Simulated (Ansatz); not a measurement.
`[CH3][Zn][CH2]O` + `C[NH][AlH][F]` → `C[N](C)[AlH][F]` + `O[CH2][ZnH]`  (substitution at a C–Zn bond)

Isolated molecules relaxed with PBE0-D4/def2-TZVP in Ansatz; ΔE leaves out vibrations. CBS: MP2 limit from def2 TZ/QZ plus the TZ coupled-cluster correction, frozen cores. Functionals use def2-TZVPP. B3LYP here is the variant with VWN-RPA as its local correlation; programs differ in this. For Zn outer-core shells are correlated without core-valence functions, which leaves a few kJ/mol of doubt a bond. Scalar relativity is left out up to krypton. Each species was taken in one conformer, which may not be the lowest.

| level | ΔE (kcal/mol) |
| --- | --- |
| ωB97X-V | 12.4 |
| PBE | 13.9 |
| B3LYP | 13.9 |
| SCS-MP2/def2-QZVPP | 14.3 |

(1) What does CCSD(T)/CBS give? (Estimate.)

Largest T1 diagnostic among the species: 0.014.

Results:

(1) Ansatz gave: +14.4 kcal/mol. The listed levels differ from it by -2.0, -0.5, -0.5, -0.1 kcal/mol.

The D4 term adds −1.5 kcal/mol with B3LYP and −0.8 kcal/mol with PBE0; it sums over pairs of atoms, weighted by their polarisabilities, and B3LYP, whose exchange is more repulsive, gets the larger term. In def2-TZVPP, CCSD(T) changes the Hartree–Fock value by +1.8 kcal/mol (the triples alone add +0.1 kcal/mol) and MP2 by +3.3 kcal/mol.
